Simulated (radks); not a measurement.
Task: Coherent X-ray form factor from a spherical all-electron density. Method: scalar-relativistic Kohn-Sham, PBEsol, spin-polarised, spherical densities, finite nucleus; Fermi nuclear charge, rms radius of each element as measured or else 0.836 A^(1/3) + 0.57 fm; computed with a radial shooting solver on a logarithmic mesh with Libxc functionals.

| sin(theta)/lambda (1/angstrom) | f0 (electrons) |
|---|---|
| 0.05 | 27.954 |
| 0.1 | 27.815 |
| 0.15 | 27.586 |
| 0.2 | 27.271 |
| 0.25 | 26.872 |
| 0.3 | 26.396 |
| 0.4 | 25.239 |
| 0.5 | 23.855 |
| 0.6 | 22.312 |
| 0.8 | 19.003 |
| 1 | 15.779 |
| 1.25 | 12.331 |
| 1.5 | 9.745 |
| 2 | 6.798 |

The species is in the configuration that NIST lists as its ground one. Which atom or ion scatters so?

Result: The cadmium ion Cd20+, [Ar] 3d10. Extrapolating in s^2 from the first two rows gives f0(0) = 28.0, near the electron count 28; among species with that count, the fall with angle is slower the higher Z, and the table is that of Z = 48; from so few rows the species is fixed only to a neighbour or two.
